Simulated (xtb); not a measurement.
SiHBr3, SMILES Br[SiH](Br)Br. All values are semi-empirical tight-binding results from xtb (GFN2-xTB unless named), good for trends rather than for accurate numbers. Geometry: GFN2-xTB.

Optimised geometry:

```xyz
5

Si     0.0088     0.6485     0.0000
Br    -1.0434    -0.1058     1.7870
Br     2.0828    -0.1076     0.0000
Br    -1.0434    -0.1058    -1.7870
H      0.0184     2.0891     0.0000
```
Charge 0, spin multiplicity 1.

Computed properties:
```yaml
point_group_as_xtb_finds_it: C3v
orbital_gap: 5.76 eV
zero_point_energy: 7.6 kcal/mol
G − E(el) at 298.15 K (modified RRHO): -13.3 kcal/mol
static polarisability (D4 model): 89.8 bohr³
solvation energy, GFN2-xTB/ALPB(water): 0.1 kcal/mol
solvation energy, GFN2-xTB/ALPB(acetonitrile): -5.1 kcal/mol
```

Give the atomic charges and the Wiberg bond orders between heavy atoms. (Estimate from the structure and the level; the computed values follow.)

charges (e) Si1 0.55, Br2 -0.17, Br3 -0.17, Br4 -0.17, H5 -0.05. Bond orders Si1–Br2 1.12, Si1–Br3 1.12, Si1–Br4 1.12.
